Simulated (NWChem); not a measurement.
A calculation on SeSn

```xyz
2

Sn     0.0000     0.0000     0.9594
Se     0.0000     0.0000    -1.4109
```
Charge 0, spin multiplicity 1.

All runs are NWChem calculations. Structure: optimised with PBE/def2-SVP with def2 effective core potentials on Sn, a minimum by its harmonic frequencies.

Symmetry labels belong to the abelian group C2v used in the runs, with the axes of the coordinates shown; states degenerate in a higher group split over its labels.

Effective core potentials replace the inner electrons of Sn; spin-orbit coupling is left out. The structure started from a generated list of species.

Task: List the lowest 3 singlet excitations that CIS/def2-SVPD with def2 effective core potentials on Sn gives, with oscillator strengths.

Result: 
```csv
state,symmetry,energy (eV),wavelength (nm),f
1,a2,3.13,396,0.000
2,a2,3.31,375,0.000
3,a1,3.31,375,0.000
```
